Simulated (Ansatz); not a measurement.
Consider the isomerisation: `C=[C]1[SiH2][GeH2]1` → `[SiH3][C]1=[CH][GeH2]1`.

Gas-phase electronic energies from Ansatz, PBE0-D4/def2-TZVP geometries. CCSD(T)/CBS adds triple-zeta CCSD(T) − MP2 to the extrapolated MP2 energy (def2 sets, frozen cores). Functionals use def2-TZVPP. B3LYP here is the variant with VWN-RPA as its local correlation; programs differ in this. For Ge outer-core shells are correlated without core-valence functions, which leaves a few kJ/mol of doubt a bond. Scalar relativity is left out up to krypton.

```json
{"level": "r2SCAN-D4", "ΔE (kJ/mol)": "28.7", "difference from CCSD(T)/CBS": "10.8"}
{"level": "PBE0-D4", "ΔE (kJ/mol)": "31.9", "difference from CCSD(T)/CBS": "14.0"}
{"level": "B3LYP-D4", "ΔE (kJ/mol)": "27.1", "difference from CCSD(T)/CBS": "9.2"}
{"level": "ωB97M-V", "ΔE (kJ/mol)": "20.3", "difference from CCSD(T)/CBS": "2.4"}
{"level": "B2PLYP", "ΔE (kJ/mol)": "19.9", "difference from CCSD(T)/CBS": "2.0"}
{"level": "PBE", "ΔE (kJ/mol)": "35.8", "difference from CCSD(T)/CBS": "17.9"}
{"level": "r2SCAN", "ΔE (kJ/mol)": "28.6", "difference from CCSD(T)/CBS": "10.7"}
{"level": "B3LYP", "ΔE (kJ/mol)": "26.0", "difference from CCSD(T)/CBS": "8.1"}
{"level": "MP2/def2-TZVPP", "ΔE (kJ/mol)": "11.2", "difference from CCSD(T)/CBS": "-6.7"}
{"level": "SCS-MP2/def2-TZVPP", "ΔE (kJ/mol)": "9.7", "difference from CCSD(T)/CBS": "-8.2"}
{"level": "CCSD/def2-TZVPP", "ΔE (kJ/mol)": "17.3", "difference from CCSD(T)/CBS": "-0.6"}
{"level": "CCSD(T)/def2-TZVPP", "ΔE (kJ/mol)": "18.2", "difference from CCSD(T)/CBS": "0.3"}
{"level": "HF/def2-QZVPP", "ΔE (kJ/mol)": "7.6", "difference from CCSD(T)/CBS": "-10.3"}
{"level": "MP2/def2-QZVPP", "ΔE (kJ/mol)": "10.5", "difference from CCSD(T)/CBS": "-7.4"}
{"level": "SCS-MP2/def2-QZVPP", "ΔE (kJ/mol)": "9.0", "difference from CCSD(T)/CBS": "-8.9"}
{"level": "MP2/CBS(def2)", "ΔE (kJ/mol)": "10.9", "difference from CCSD(T)/CBS": "-7.0"}
{"level": "CCSD(T)/CBS", "ΔE (kJ/mol)": "17.9", "difference from CCSD(T)/CBS": "0"}
```

Largest T1 diagnostic among the species: 0.013.

From PBE to PBE0 (25 % exact exchange), in def2-TZVPP and without D4, ΔE moves by −4.5 kJ/mol.
